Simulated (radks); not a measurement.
Effect of the nuclear size on the germanium ion Ge2+, [Ar] 3d10 4s2. Calculated with a radial shooting solver on a logarithmic mesh with Libxc functionals: Dirac Kohn-Sham, exchange-only LDA, spin-unpolarised, spherical densities, finite nucleus; Fermi nuclear charge, rms radius 4.0742 fm. The rms radius is varied about that value; shifts are against it.

rms radius (fm),total energy shift (eV),density at nucleus (e/bohr^3),1s1/2 shift (meV),2s1/2 shift (meV),3s1/2 shift (meV),3p1/2 shift (meV)
3.4875,-0.0904,3.188e+04,-38.4,-3.74,-0.552,0.063
3.7646,-0.0494,3.172e+04,-21.0,-2.04,-0.301,0.034
4.0742,0,3.157e+04,0.000,0.000,0.000,0.000
4.2575,0.0309,3.148e+04,13.2,1.28,0.189,-0.021
4.6283,0.0974,3.131e+04,41.4,4.02,0.595,-0.067

Slopes of the eigenvalues against <r^2> in GHz/fm^2, as finite differences over the two radii next to the reference (eigenvalue slopes, not the field-shift constants of lines): 1s1/2 2090, 2s1/2 203, 3s1/2 30.0, 3p1/2 -3.40.
